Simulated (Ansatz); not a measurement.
Coupled-cluster diagnostics for Na2Cl3, Ansatz.

Geometry of the doublet (PBE-D4/def2-SVP):

```xyz
5

Na   -0.1334    1.1675    1.0760
Na    0.5400   -1.3554   -0.6410
Cl    0.0569    1.1343   -1.6385
Cl    1.4718   -0.7062    1.6140
Cl   -1.9353   -0.2402   -0.4104
```

Correlated methods freeze 17 core orbitals; core or outer-core shells of Na are correlated, in sets that lack core-valence functions. In the doublet, Cl3 and Cl5 lie 2.71 Å apart (atoms count from 1), so these atoms are partly bonded to each other. The structure comes from a short search, and lower isomers may exist.

Question: Estimate the CCSD(T) correlation energy, the shares of MP2 and (T), T1 and the reference's ⟨S²⟩ for: charge 0, doublet, own geometry in def2-SVP; and the rough time on 4 threads of Arm Neoverse V1 on a shared host.

Answer: 
```
                          state     basis  correlation (eV)  MP2 share (%)  (T) share (%)     T1  ⟨S²⟩ (pure)  wall time                 remarks
charge 0, doublet, own geometry  def2-SVP           -12.455           90.0            1.7  0.007  0.77 (0.75)      8.5 s  flagged by the program
```
Customary marks for T1 are 0.02 (closed shells), 0.045 (open shells) and about 0.05 (3d metals). T1 stays under 0.02 throughout.
